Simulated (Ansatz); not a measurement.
## Molecular dynamics of CH₆AlNSi

The input (input.yaml):

```yaml
crystal:
  periodic: [false, false, false]
  atoms:
    - { symbol: Al, position_ang: [-0.28098, 1.535846, -0.284789] }
    - { symbol: C, position_ang: [1.270569, 0.466527, 0.498061] }
    - { symbol: "N", position_ang: [1.182791, -0.844468, 0.678954] }
    - { symbol: Si, position_ang: [-0.352973, -1.482076, -0.000371] }
    - { symbol: H, position_ang: [-1.332765, 2.420595, 0.633598] }
    - { symbol: H, position_ang: [-0.114389, 1.847446, -1.84028] }
    - { symbol: H, position_ang: [2.203971, 0.933492, 0.795399] }
    - { symbol: H, position_ang: [-1.239824, -2.269058, 0.937395] }
    - { symbol: H, position_ang: [-1.16036, -0.266216, -0.545036] }
    - { symbol: H, position_ang: [-0.056957, -2.364986, -1.191761] }
basis:
  gaussian: { orbitals: "6-31G*" }
hamiltonian:
  xc: pbe
md:
  timestep: 1.0
  n_steps: 100
  ensemble: nve
  temperature: 1000.0
  initial_velocities: maxwell_boltzmann
  seed: 592693
scf:
  lower_state_search: "off"
```

Command:

```bash
$ ansatz run input.yaml --threads 1 --pin off --max-ram 2048MiB --backend cpu --events-out ev --progress --plain --runs-dir out
```

It goes on from the last frame of an earlier run, with new velocities.

Output, in part (one step line in 4, the closing report, with atoms numbered from 0):

```
md step     0: t =     0.00 fs  T =  1000.0 K  F+E_penalty+E_count = -17085.65558383 eV  E_kin = 1.034080 eV  conserved = -17084.62150384 eV  (18 SCF iters)
md step     4: t =     4.00 fs  T =   707.1 K  F+E_penalty+E_count = -17085.35013744 eV  E_kin = 0.731170 eV  conserved = -17084.61896736 eV  (21 SCF iters)
md step     8: t =     8.00 fs  T =   400.7 K  F+E_penalty+E_count = -17085.03073206 eV  E_kin = 0.414309 eV  conserved = -17084.61642352 eV  (21 SCF iters)
md step    12: t =    12.00 fs  T =   337.3 K  F+E_penalty+E_count = -17084.96535067 eV  E_kin = 0.348789 eV  conserved = -17084.61656127 eV  (21 SCF iters)
md step    16: t =    16.00 fs  T =   462.3 K  F+E_penalty+E_count = -17085.09709496 eV  E_kin = 0.478083 eV  conserved = -17084.61901173 eV  (21 SCF iters)
md step    20: t =    20.00 fs  T =   580.5 K  F+E_penalty+E_count = -17085.21817546 eV  E_kin = 0.600246 eV  conserved = -17084.61792924 eV  (21 SCF iters)
md step    24: t =    24.00 fs  T =   664.8 K  F+E_penalty+E_count = -17085.30461002 eV  E_kin = 0.687446 eV  conserved = -17084.61716369 eV  (21 SCF iters)
md step    28: t =    28.00 fs  T =   701.4 K  F+E_penalty+E_count = -17085.34418831 eV  E_kin = 0.725306 eV  conserved = -17084.61888251 eV  (21 SCF iters)
md step    32: t =    32.00 fs  T =   568.1 K  F+E_penalty+E_count = -17085.20602874 eV  E_kin = 0.587458 eV  conserved = -17084.61857112 eV  (21 SCF iters)
md step    36: t =    36.00 fs  T =   360.2 K  F+E_penalty+E_count = -17084.98788181 eV  E_kin = 0.372434 eV  conserved = -17084.61544814 eV  (21 SCF iters)
md step    40: t =    40.00 fs  T =   363.7 K  F+E_penalty+E_count = -17084.99311538 eV  E_kin = 0.376093 eV  conserved = -17084.61702226 eV  (21 SCF iters)
md step    44: t =    44.00 fs  T =   551.5 K  F+E_penalty+E_count = -17085.18874733 eV  E_kin = 0.570250 eV  conserved = -17084.61849691 eV  (21 SCF iters)
md step    48: t =    48.00 fs  T =   736.6 K  F+E_penalty+E_count = -17085.37975978 eV  E_kin = 0.761715 eV  conserved = -17084.61804525 eV  (21 SCF iters)
md step    52: t =    52.00 fs  T =   734.3 K  F+E_penalty+E_count = -17085.37691700 eV  E_kin = 0.759352 eV  conserved = -17084.61756542 eV  (21 SCF iters)
md step    56: t =    56.00 fs  T =   674.0 K  F+E_penalty+E_count = -17085.31690392 eV  E_kin = 0.696969 eV  conserved = -17084.61993480 eV  (21 SCF iters)
md step    60: t =    60.00 fs  T =   414.1 K  F+E_penalty+E_count = -17085.04496656 eV  E_kin = 0.428212 eV  conserved = -17084.61675414 eV  (21 SCF iters)
md step    64: t =    64.00 fs  T =   277.4 K  F+E_penalty+E_count = -17084.90317785 eV  E_kin = 0.286858 eV  conserved = -17084.61632025 eV  (22 SCF iters)
md step    68: t =    68.00 fs  T =   319.9 K  F+E_penalty+E_count = -17084.94897632 eV  E_kin = 0.330797 eV  conserved = -17084.61817882 eV  (21 SCF iters)
md step    72: t =    72.00 fs  T =   561.7 K  F+E_penalty+E_count = -17085.19930419 eV  E_kin = 0.580873 eV  conserved = -17084.61843123 eV  (21 SCF iters)
md step    76: t =    76.00 fs  T =   778.2 K  F+E_penalty+E_count = -17085.42357336 eV  E_kin = 0.804693 eV  conserved = -17084.61888082 eV  (19 SCF iters)
md step    80: t =    80.00 fs  T =   702.0 K  F+E_penalty+E_count = -17085.34423463 eV  E_kin = 0.725883 eV  conserved = -17084.61835206 eV  (21 SCF iters)
md step    84: t =    84.00 fs  T =   649.2 K  F+E_penalty+E_count = -17085.29147295 eV  E_kin = 0.671295 eV  conserved = -17084.62017829 eV  (21 SCF iters)
md step    88: t =    88.00 fs  T =   497.2 K  F+E_penalty+E_count = -17085.13051974 eV  E_kin = 0.514135 eV  conserved = -17084.61638514 eV  (21 SCF iters)
md step    92: t =    92.00 fs  T =   478.4 K  F+E_penalty+E_count = -17085.11321255 eV  E_kin = 0.494734 eV  conserved = -17084.61847858 eV  (21 SCF iters)
md step    96: t =    96.00 fs  T =   482.0 K  F+E_penalty+E_count = -17085.11735940 eV  E_kin = 0.498391 eV  conserved = -17084.61896823 eV  (21 SCF iters)
md step   100: t =   100.00 fs  T =   552.3 K  F+E_penalty+E_count = -17085.18859851 eV  E_kin = 0.571091 eV  conserved = -17084.61750763 eV  (21 SCF iters)
Total energy: -17085.18864762 eV, -627.8691020431 hartree
Atom 0 at    -0.232654     1.613879    -0.313930 Å, force    -0.906037    -0.037216    -0.326085 eV/Å
Atom 1 at     1.164340     0.432048     0.470903 Å, force     1.547956     1.779997     0.244038 eV/Å
Atom 2 at     1.144377    -0.832803     0.670219 Å, force     0.497888    -0.827344    -0.441698 eV/Å
Atom 3 at    -0.313842    -1.563829     0.010854 Å, force    -1.001400     0.696924     1.926870 eV/Å
Atom 4 at    -1.291782     1.999864     0.807061 Å, force    -0.123353     0.203463     0.235379 eV/Å
Atom 5 at    -0.409152     2.418854    -1.723999 Å, force     0.306040    -0.276469     0.166729 eV/Å
Atom 6 at     2.058512     1.036679     0.931252 Å, force    -0.758176    -0.945187    -0.282124 eV/Å
Atom 7 at    -1.025793    -1.949249     1.332301 Å, force     0.161930    -0.487366    -0.984267 eV/Å
Atom 8 at    -1.188984    -0.412468    -0.429727 Å, force    -0.157701     0.748565    -0.293741 eV/Å
Atom 9 at    -0.427371    -2.354591    -1.215313 Å, force     0.432853    -0.855366    -0.245100 eV/Å
Dipole moment:     0.027027    -0.165437    -0.200445 e Å
```

The run went to its last step. The conserved energy stayed within 0.66 meV per atom of its start (net change 0.4 meV per atom), so the integration is sound. The temperature averaged 0.55 of the 1000 K drawn at the start: a run that starts near a minimum puts about half its kinetic energy into the potential. A run of 0.1 ps of so small a system gives no equilibrium averages.

The same pairs are bonded in the first frame and the last. Pairs count as bonded within 1.25 times the sum of covalent radii (0.12 Å more for H–H).

Last frame:

```xyz
10
Properties=species:S:1:pos:R:3
Al -0.233 1.614 -0.314
C 1.164 0.432 0.471
N 1.144 -0.833 0.670
Si -0.314 -1.564 0.011
H -1.292 2.000 0.807
H -0.409 2.419 -1.724
H 2.058 1.037 0.931
H -1.026 -1.949 1.332
H -1.189 -0.412 -0.430
H -0.427 -2.355 -1.215
```

Time of the run: 3.3 min on 1 thread of Arm Neoverse V1, on a shared host, peak memory 0.1 GiB.
